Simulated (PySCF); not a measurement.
Computed IR spectrum (relative IR intensity) of a molecule C4H9NO. The structure is a stationary point at PBE-D3(BJ)/def2-SVP. One conformer was computed; it need not be the lowest. The numbers are results of PBE-D3(BJ)/def2-SVP in PySCF, not measurements. Harmonic, unscaled wavenumbers; measured fundamentals usually lie a few per cent lower.

ν (cm⁻¹): 203 (vw), 287 (m), 370 (w), 453 (vw), 614 (w), 782 (m), 830 (s), 868 (vs), 921 (w), 972 (w), 1047 (m), 1072 (vw), 1173 (vw), 1230 (vs), 1243 (m), 1302 (w), 1322 (w), 1406 (w), 1429 (w), 1591 (w), 1672 (vs), 2924 (m), 2952 (m), 2995 (m), 3001 (w), 3083 (w), 3097 (w), 3100 (w) (against the strongest line: vs over 80 %, s over 45 %, m over 15 %, w over 4 %, vw less)

Question: Which structure fits?
A. C=C(CN)OC
B. C/C=N/CCO
C. CC/N=C\CO
D. CO/C=C/CN

Answer: D, CO/C=C/CN
